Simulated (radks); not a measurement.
The numbers below are computed, except where a source is named.
All-electron atom: Al II in [Ne] 3s0.5 3p1.5 (fractional occupations, a model configuration). Level of theory: scalar-relativistic Kohn-Sham, PBE, spin-polarised, spherical densities, point nucleus; open shells are filled with parallel spins first (a radial shooting solver on a logarithmic mesh with Libxc functionals).

Unscreened Slater integrals over Kohn-Sham orbitals (cm^-1). They are taken over the spin-up orbitals.

F0(3p,3p): 71616
F2(3p,3p): 36915
F0(3p,3s): 77408
G1(3p,3s): 50930
F0(3p,2p): 96876
F2(3p,2p): 14011
G0(3p,2p): 5810.9
G2(3p,2p): 5501.7
F0(3p,2s): 96311
G1(3p,2s): 4592.5
F0(3s,3s): 85066
F0(3s,2p): 112590
G1(3s,2p): 7504.7
F0(3s,2s): 112140
G0(3s,2s): 5909.2
F0(2p,2p): 336170
F2(2p,2p): 153100
F0(2p,2s): 325300
G1(2p,2s): 194870
F0(2s,2s): 318670

Derived for the open shells (J is the average intra-shell exchange parameter used in DFT+U). 3p: J = F2/5 = 7383 cm^-1.
